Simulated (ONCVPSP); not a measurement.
## PW91 ONCV dataset for Pd, scalar-relativistic all-electron reference.

palladium (Pd), optimised norm-conserving Vanderbilt (ONCV), made with ONCVPSP 4.0.1 (PW91, scalar-relativistic). Core [Ar] 3d10, reference 4s2 4p6 4d8 (charge +2). Waves: 4s: rc 1.55 bohr, ncon 4, nbas 9, qcut 8.1 1/bohr, 2 projectors, debl 3.3 Ha; 4p: rc 1.10 bohr, ncon 3, nbas 7, qcut 7.3 1/bohr, 2 projectors, debl 3.9 Ha; 4d: rc 2.00 bohr, ncon 5, nbas 10, qcut 9.5 1/bohr, 2 projectors, debl 2 Ha. Local part: polynomial inside 0.85 bohr (lpopt 5, dvloc0 1 Ha). Core correction: Teter function, fcfact 3.25, rcfact 1.45.

In the s channel the program set the typed energies aside and used -4.063, 0.050 Ha.

All-electron outer shells of the reference configuration (PW91, scalar-relativistic, ld1.x):

```csv
shell,level (eV),outermost node (bohr),outermost maximum (bohr)
4s,-110.57,0.45,0.85
4p,-76.18,0.46,0.91
4d,-27.40,0.45,1.07
```

(1) Estimate the cutoffs (Ha) at which the residual kinetic energy of the hardest occupied pseudo-wave falls to 1 and 0.1 mHa per electron.

(2) What does a ghost test show?

(3) Which valence shell sets the plane-wave cutoff?

(4) Tests: 4s2 4p6 4d10; 4s2 4p6 4d9; 4s2 4p6 4d7; 4s2 4p6 4d8 5s1. Which has the largest error in its energy relative to the reference configuration, and how large is it?

Answers

(1) 74 Ha and 172 Ha.

(2) No bound ghost flagged; GHOST(+) flagged for s at 76.4 eV.

(3) 4p: 74 Ha for 1 mHa per electron, against 27 Ha for 4d.

(4) 4s2 4p6 4d10, with +4.2 meV (all-electron minus pseudo) on -30.08 eV.
